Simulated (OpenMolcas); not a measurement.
# Tc2+: moving or changing the point charges

Tc2+ among 5 point charges of -2 e arranged as a square pyramid (C4v), 1.95 Å from the ion, with the axial distance 1.872 Å. The active orbitals were held to one l.

```json
{
 "Program": "OpenMolcas 26.06",
 "Method": "CASSCF",
 "Basis": "ANO-RCC-VDZP [6s5p3d1f]",
 "Scalar Hamiltonian": "DKH2, point nucleus",
 "Active space": "5 electrons in 5 orbitals (4d)",
 "State averaging": "2S+1 = 6 even, 1 root; 2S+1 = 4 even, 24 roots; 2S+1 = 2 even, 75 roots",
 "Spin-orbit coupling": "state interaction with AMFI integrals over the reference wave functions"
}
```

Runs around this geometry, states. Energies in cm-1 above the lowest state or level, χT in cm3 K/mol.

```
R (Å)  Axial / equatorial distance  Ground state  First state of that spin  First gap with spin-orbit (degeneracies)  χT at 300 K  First state of another spin
 1.95                         0.88      2S+1 = 6                                                          3.1 (2, 2)        4.335               2S+1 = 2: 4626
 1.81                         0.96      2S+1 = 2                      8363                               2729 (2, 2)        0.543               2S+1 = 4: 2677
 1.95                         0.96      2S+1 = 6                                                          2.4 (2, 2)        4.334               2S+1 = 4: 5463
  2.1                         0.96      2S+1 = 6                                                          3.4 (2, 2)        4.369              2S+1 = 4: 11350
```

The ground state changes within this set.

Without dynamic correlation the repulsion within the d shell is too large (B by tens of per cent), so at a given field states of lower spin stand too high. This shell can be high or low spin here, a state of another spin lies low, and with metal d orbitals alone active their balance is uncertain, so the ground spin may be wrong (holds for R = 1.95, ratio = 0.88; R = 1.95, ratio = 0.96). Point charges give a weaker field than real ligands, and real ions of this kind are as a rule low spin; the high spin found here belongs to the model (holds for R = 1.95, ratio = 0.88; R = 1.95, ratio = 0.96; R = 2.1, ratio = 0.96). This shell can be high or low spin here, a state of another spin lies low, and with metal d orbitals alone active their balance is uncertain, so the ground spin may be wrong, although the usual error favours high spin (holds for R = 1.81, ratio = 0.96). Point charges carry no covalency, so the field is a model and not that of real ligands. An unlabelled pair can be two single states that coincide in this model. No measured value stands beside these numbers.

A state without a sure symmetry label is named by its multiplicity alone.
